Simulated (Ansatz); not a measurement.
Basis sets compared for BMe2(CN) (C3H6BN). The state is a singlet with charge 0. Geometry PBE-D4/def2-SVP. Ansatz on 4 threads of Arm Neoverse V2 on a shared host; times are rough, and most runs start from earlier orbitals.

```xyz
11

B     0.058   -0.184    0.140
C     1.217    0.716   -0.409
H     1.476    1.411    0.428
H     0.926    1.350   -1.270
H     2.153    0.167   -0.631
C    -1.460    0.048   -0.171
H    -1.709   -0.674   -0.987
H    -1.691    1.059   -0.558
H    -2.140   -0.213    0.665
C     0.440   -1.386    1.052
N     0.730   -2.293    1.741
```

Binding counts from free atoms (B doublet, C triplet, H doublet, N quartet) in the same basis, without a counterpoise term.

| level | functions | energy (Eh) | HOMO (eV) | LUMO (eV) | binding per atom (eV) | wall time |
| --- | --- | --- | --- | --- | --- | --- |
| HF/STO-3G | 31 | -193.8330 | -10.52 | 5.15 | 3.88 | 0.1 s |
| HF/6-31G | 57 | -196.1670 | -12.28 | 1.85 | 3.07 | 0.2 s |
| PBE-D4/def2-SVP | 100 | -197.1249 | -7.65 | -2.98 | 4.53 | 0.7 s |
| PBE-D4/def2-TZVP | 191 | -197.3445 | -7.80 | -3.15 | 4.49 | 1.2 s |
| r2SCAN-D4/def2-TZVP | 191 | -197.4872 | -8.08 | -2.89 | 4.38 | 2.6 s |
| PBE0-D4/def2-SVP | 100 | -197.1487 | -9.08 | -2.07 | 4.44 | 0.7 s |
| PBE0-D4/def2-TZVP (with forces) | 191 | -197.3639 | -9.16 | -2.19 | 4.40 | 2.5 s |

**Question.** Estimate the rows for PBE-D4/def2-TZVPD, r2SCAN-D4/def2-TZVPD, PBE0-D4/def2-TZVPD.

**Answer.** 
| level | functions | energy (Eh) | HOMO (eV) | LUMO (eV) | binding per atom (eV) | wall time |
| --- | --- | --- | --- | --- | --- | --- |
| PBE-D4/def2-TZVPD | 239 | -197.3452 | -7.82 | -3.18 | 4.49 | 1.9 s |
| r2SCAN-D4/def2-TZVPD | 239 | -197.4877 | -8.09 | -2.90 | 4.38 | 3.6 s |
| PBE0-D4/def2-TZVPD | 239 | -197.3644 | -9.17 | -2.21 | 4.40 | 2.4 s |
